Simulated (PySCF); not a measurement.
## Relaxation of triplet MoO(OH)₂

Method: PySCF, UPBE0, basis Mo def2-TZVP with ECP28, O def2-TZVP, H def2-TZVP (scalar-relativistic core potentials, no spin–orbit coupling, density fitting). A (50,194) grid was used.

A hand-made trigonal planar (heavy-atom frame) start, of Cs symmetry, held to at least that symmetry:

```xyz
6
charge 0 multiplicity 3, angstrom
Mo    0.0428   -0.0050    0.0000
O     1.8228   -0.0050    0.0000
O    -0.9622    1.7357    0.0000
O    -0.9622   -1.7457    0.0000
H    -0.6339    2.6378    0.0000
H    -1.9076   -1.9124    0.0000
```

Optimiser trace:
```csv
step,E − E(last) (kJ/mol),largest gradient (Eh/bohr)
0,65.19,0.10630
1,6.90,0.03919
2,1.65,0.00543
3,1.04,0.00363
4,0.49,0.00180
5,0.34,0.00164
6,0.22,0.00197
7,0.08,0.00264
8,0.01,0.00077
9,0.00,0.00008
10,0.00,0.00005
```

It ends at Cs with Mo–O 1.662 Å, Mo–O 1.900 Å, Mo–O 1.909 Å, O–H 0.958 Å (×2); H–O–Mo 124.6°, H–O–Mo 133.1°, O–Mo–O 112.9°, O–Mo–O 119.8°, O–Mo–O 127.3°. A frequency run shows 2 imaginary modes, down to 323i cm⁻¹, so it is a higher-order saddle point. Other isomers or separated fragments may lie lower.

Other spin states or occupations of the open shell can lie lower.

The relaxation took 44 s on 4 threads of a shared Arm Neoverse V1 host, with 145 basis functions and 11 gradients; the process peaked at 1.1 GiB.
